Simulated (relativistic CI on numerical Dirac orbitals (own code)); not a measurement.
# Inner-shell lines of Lu XLIX

Calculated at this level of theory: Dirac-Coulomb-Breit CI, separate exchange-only KLI orbitals for each configuration, model QED, unscaled Slater integrals (own radial code, finite nucleus).

Configuration list (outside the closed core 1s2 2s2 3s2 3p6): 2p6 3d5, 2p5 3d6, 2p5 3d5 4s. Levels of other configurations are missing.

The table holds the strongest lines. The upper levels have an inner-shell vacancy. Auger decay, open to those above the ionisation limit, is not computed, and radiative decays to configurations outside the model are missing too. Absolute energies can be off by a few tenths of a per cent, so close lines can change order. LS names give the leading component, which can be well under half, for lower levels too. Brackets number the levels in order of energy.

| λ (Å) | Upper | Lower | A (s⁻¹) | gA (s⁻¹) |
| --- | --- | --- | --- | --- |
| 1.57469 | 2p5 3d6 2F°_7/2 [146] | 2p6 3d5 2G_7/2 [34] | 8.05e+14 | 6.44e+15 |
| 1.57373 | 2p5 3d6 2I°_13/2 [108] | 2p6 3d5 2I_13/2 [15] | 1.04e+15 | 1.46e+16 |
| 1.57314 | 2p5 3d6 2F°_7/2 [79] | 2p6 3d5 2F_7/2 [9] | 1.01e+15 | 8.10e+15 |
| 1.57303 | 2p5 3d6 4G°_11/2 [107] | 2p6 3d5 2I_11/2 [12] | 6.83e+14 | 8.20e+15 |
| 1.57299 | 2p5 3d6 4F°_9/2 [113] | 2p6 3d5 2H_9/2 [19] | 7.45e+14 | 7.45e+15 |
| 1.57296 | 2p5 3d6 2G°_9/2 [130] | 2p6 3d5 2G_9/2 [25] | 1.10e+15 | 1.10e+16 |
| 1.57295 | 2p5 3d6 2F°_5/2 [90] | 2p6 3d5 2D_3/2 [10] | 9.95e+14 | 5.97e+15 |
| 1.57275 | 2p5 3d6 2G°_9/2 [74] | 2p6 3d5 4G_9/2 [6] | 7.88e+14 | 7.88e+15 |
| 1.57192 | 2p5 3d6 2P°_3/2 [154] | 2p6 3d5 2D_5/2 [37] | 1.55e+15 | 6.18e+15 |
| 1.57166 | 2p5 3d6 2H°_11/2 [73] | 2p6 3d5 2H_11/2 [4] | 1.65e+15 | 1.98e+16 |
| 1.57136 | 2p5 3d6 2F°_5/2 [129] | 2p6 3d5 2G_7/2 [23] | 1.23e+15 | 7.40e+15 |
| 1.57135 | 2p5 3d6 2D°_5/2 [45] | 2p6 3d5 4P_5/2 [1] | 1.97e+15 | 1.18e+16 |
| 1.57089 | 2p5 3d6 2P°_3/2 [46] | 2p6 3d5 4P_5/2 [1] | 1.63e+15 | 6.54e+15 |
| 1.57064 | 2p5 3d6 2F°_7/2 [150] | 2p6 3d5 2G_9/2 [32] | 1.67e+15 | 1.34e+16 |
| 1.57049 | 2p5 3d6 2G°_9/2 [83] | 2p6 3d5 4G_9/2 [6] | 6.26e+14 | 6.26e+15 |
| 1.57043 | 2p5 3d6 2D°_5/2 [147] | 2p6 3d5 2F_7/2 [29] | 1.40e+15 | 8.41e+15 |
| 1.57027 | 2p5 3d6 2F°_7/2 [136] | 2p6 3d5 2G_9/2 [25] | 1.48e+15 | 1.19e+16 |
| 1.57023 | 2p5 3d6 2P°_3/2 [85] | 2p6 3d5 2D_5/2 [7] | 1.51e+15 | 6.02e+15 |
| 1.5701 | 2p5 3d6 2G°_9/2 [148] | 2p6 3d5 2H_11/2 [30] | 1.76e+15 | 1.76e+16 |
| 1.56966 | 2p5 3d6 4F°_7/2 [84] | 2p6 3d5 4G_9/2 [6] | 1.62e+15 | 1.29e+16 |
| 1.56951 | 2p5 3d6 2F°_7/2 [120] | 2p6 3d5 4G_9/2 [14] | 1.36e+15 | 1.09e+16 |
| 1.56946 | 2p5 3d6 2H°_11/2 [124] | 2p6 3d5 2I_13/2 [15] | 1.83e+15 | 2.20e+16 |
| 1.5694 | 2p5 3d6 2D°_5/2 [82] | 2p6 3d5 4G_7/2 [3] | 1.52e+15 | 9.15e+15 |
| 1.56939 | 2p5 3d6 2G°_9/2 [83] | 2p6 3d5 2H_11/2 [4] | 1.06e+15 | 1.06e+16 |
| 1.56877 | 2p5 3d6 2H°_9/2 [122] | 2p6 3d5 2I_11/2 [12] | 1.11e+15 | 1.11e+16 |
| 1.38953 | 2p5 3d6 2H°_9/2 [176] | 2p6 3d5 2G_9/2 [25] | 5.98e+14 | 5.98e+15 |
| 1.38856 | 2p5 3d6 2I°_13/2 [166] | 2p6 3d5 2I_13/2 [15] | 6.61e+14 | 9.26e+15 |
| 1.38751 | 2p5 3d6 4F°_9/2 [156] | 2p6 3d5 2H_11/2 [4] | 1.06e+15 | 1.06e+16 |
| 1.38679 | 2p5 3d6 2G°_7/2 [215] | 2p6 3d5 2D_5/2 [37] | 1.00e+15 | 8.01e+15 |
| 1.38658 | 2p5 3d6 2F°_7/2 [200] | 2p6 3d5 2G_9/2 [32] | 7.57e+14 | 6.06e+15 |
| 1.38646 | 2p5 3d6 2G°_9/2 [196] | 2p6 3d5 2H_11/2 [30] | 7.41e+14 | 7.41e+15 |
| 1.38634 | 2p5 3d6 2F°_7/2 [204] | 2p6 3d5 2G_7/2 [34] | 7.76e+14 | 6.21e+15 |
| 1.38627 | 2p5 3d6 2H°_11/2 [197] | 2p6 3d5 2H_11/2 [30] | 1.21e+15 | 1.45e+16 |
| 1.38589 | 2p5 3d6 2H°_11/2 [172] | 2p6 3d5 2I_13/2 [15] | 1.14e+15 | 1.37e+16 |
| 1.38583 | 2p5 3d6 2D°_5/2 [216] | 2p6 3d5 2D_5/2 [37] | 1.09e+15 | 6.52e+15 |
